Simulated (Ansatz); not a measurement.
# Reading a saddle point

A first-order saddle point of Si$_{4}$H$_{12}$ClOF, singlet, PBE0-D4/def2-TZVP, with one imaginary mode of 1129i cm⁻¹:

```
19
angstrom
Si -0.6678 -0.0943 -0.3049
Si 1.2578 1.1591 -1.3044
Si -1.9709 -0.0662 1.6376
Si -0.2935 -2.0764 -1.4865
F -1.5350 0.8698 -1.3311
H 1.2238 0.5582 1.8641
Cl 0.9692 -1.2736 1.3323
H 0.6492 1.1743 0.4275
O 1.1123 1.5340 1.6088
H 2.6185 0.7387 -0.8923
H 0.9165 0.6254 -2.6429
H 1.1569 2.6419 -1.3065
H -3.2574 0.6316 1.3608
H -2.2432 -1.4819 1.9887
H -1.2834 0.6183 2.7586
H -0.7468 -3.2264 -0.6660
H 1.1535 -2.2035 -1.7978
H -1.0546 -2.0445 -2.7677
H 1.9950 1.9158 1.5218
```

Ansatz 0.2.0; basis: def2-TZVPP and def2-QZVPP; cores frozen in the correlated methods. Extrapolation: Hartree–Fock as exp(−7.88 √X), correlation as X^−2.97.

Problem. Which contacts change along the imaginary mode, and what lies on either side? (A judgement: the text doesn't fix the answer.)

Solution. By the calculation: The step is Si₄H₉F ([F][Si]([SiH3])([SiH3])[SiH3]) + HCl + H₂O → Si₃H₆ClF ([F][Si]([SiH3])([SiH3])[Cl]) + SiH₄ + H₂O, with the molecules in contact on both sides. Shortening one way: Si1–Cl7, Si2–H8, H6–O9; lengthening the same way: Si1–Si2, H6–Cl7, H8–O9.
```json
{"pair": "Si1–Cl7", "one side (Å)": "3.38", "saddle (Å)": "2.60", "other side (Å)": "2.07"}
{"pair": "Si2–H8", "one side (Å)": "4.20", "saddle (Å)": "1.84", "other side (Å)": "1.48"}
{"pair": "H6–O9", "one side (Å)": "1.66", "saddle (Å)": "1.01", "other side (Å)": "0.96"}
{"pair": "Si1–Si2", "one side (Å)": "2.36", "saddle (Å)": "2.51", "other side (Å)": "4.52"}
{"pair": "H6–Cl7", "one side (Å)": "1.33", "saddle (Å)": "1.92", "other side (Å)": "3.48"}
{"pair": "H8–O9", "one side (Å)": "0.96", "saddle (Å)": "1.32", "other side (Å)": "2.93"}
```

Problem. Which side is lower, and how far does the saddle lie above each? (Judge from chemistry; the value comes from the calculation.)

Solution. Computed: The side with Si1–Cl7, Si2–H8, H6–O9 short is lower by 21.19 kcal/mol; the saddle lies 58.34 kcal/mol above it and 37.15 kcal/mol above the other (CCSD(T) at an estimated basis limit (MP2 extrapolated from triple and quadruple zeta, plus CCSD(T) − MP2 in triple zeta); electronic energies).

The T1 diagnostic stays at or below 0.014.

Labels in which every atom is bracketed show which atoms are joined, not bond orders.

For scale, one of the runs: CCSD(T)/def2-TZVPP, 440 basis functions, launched by `ansatz run in.yaml --threads 4 --pin off --events-out ev --progress --plain --max-ram 66560MiB --backend cuda --devices 0, --max-vram 37GiB`. The run took 46 s on 4 CPU threads of an AMD EPYC 7R13 and a share of one NVIDIA H100 (shared host), with 1.8 GiB of host memory at its peak.
